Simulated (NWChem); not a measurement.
System: SiH₃O₂I; SMILES O[SiH](O)I

```xyz
7

Si     0.0016     1.3429     0.3833
O     -1.4025     1.8762    -0.3055
O      1.3489     2.0475    -0.2576
I      0.0054    -1.0643    -0.0240
H      0.0656     1.6056     1.8371
H     -1.5518     2.8275    -0.2831
H      1.6087     1.7851    -1.1468
```
Atoms are numbered in this order, from 1.

Program: NWChem. Geometry: optimised at PBE0/def2-SVP. def2 effective core potentials on I; no spin-orbit coupling.

### Question
Predict the results for TPSS/def2-TZVP. Quantities: highest occupied level (eV); orbital gap (eV); dipole (D).

### Answer
| Item | Value |
|---|---|
| highest occupied level (eV) | -6.66 |
| orbital gap (eV) | 5.91 |
| dipole (D) | 1.94 |
